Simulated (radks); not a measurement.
Q: The mean radii <r> (bohr) of the occupied orbitals of an atom or ion are listed with their occupations. Method: non-relativistic Kohn-Sham, LDA (Slater exchange, Perdew-Wang correlation), spin-polarised, spherical densities, point nucleus; computed with a radial shooting solver on a logarithmic mesh with Libxc functionals.

| orbital | occ. | <r> |
|---|---|---|
| 1s up | 1 | 0.5893 |
| 1s down | 1 | 0.5883 |
| 2s up | 1 | 3.823 |

Name the element and its charge. Open shells, if any, are filled with parallel spins first.

A: Z = 3, lithium, charge 0: Li in [He] 2s1. The 1s radius gives Z: for a bare nucleus <r> = 1.5/Z, 0.5 bohr for Z = 3, and screening makes it slightly larger (0.5893 here). The occupations add up to 3, and the charge is Z minus that.
